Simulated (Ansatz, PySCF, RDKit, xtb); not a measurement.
Noncovalent pair: ethylamine (SMILES CCN) (first 10 atoms) with NH3 (SMILES N); geometry from B3LYP-D3(BJ)/def2-TZVP, rigid monomers moved along the line of their centres of mass till N3···H14 is 3.05 Å.
(charge 0, multiplicity 1):
```xyz
14

C      1.34113     0.26814     0.35676
C     -0.11201     0.67681     0.17571
N     -1.00936    -0.37288     0.67884
H      2.00873     1.04835    -0.01299
H      1.55868     0.09405     1.41078
H      1.56050    -0.64679    -0.20127
H     -0.29812     0.92389    -0.87877
H     -0.30934     1.58159     0.75546
H     -1.97988    -0.11734     0.53728
H     -0.85528    -1.23901     0.17366
N     -0.00672    -0.27803     4.57299
H      0.26510    -1.17006     4.97082
H     -0.69619     0.12645     5.19649
H     -0.46469    -0.46626     3.68058
```

Interaction energies are E(AB) − E(A) − E(B) at the monomers' geometry in the complex; basis-set methods are counterpoise corrected. Rows marked so take none.

Frozen-core correlation. Rows in 3-21G carry no dispersion term and start afresh at each structure.

Codes used: Ansatz (a program for electronic structure) with Gaussian orbitals; PySCF for 3-21G rows, the dispersion terms; RDKit for the force fields; xtb for the GFN methods. Each number belongs to the level named beside it.

| level | interaction energy (kcal/mol) |
|---|---|
| MMFF94 | -1.34 |
| GFN-FF | -2.48 |
| GFN1-xTB | -1.04 |
| HF/3-21G (no counterpoise) | -2.97 |
| HF/aug-cc-pVDZ | -1.43 |
| r2SCAN-D3(BJ)/def2-TZVPPD | -2.18 |
| B3LYP/3-21G (no counterpoise) | -3.47 |
| PBE0-D4/def2-TZVPPD | -2.33 |
| MP2/aug-cc-pVDZ | ___ |

**Question.** What belongs in the gaps?

**Answer.** 
- MP2/aug-cc-pVDZ, interaction energy (kcal/mol): -2.13
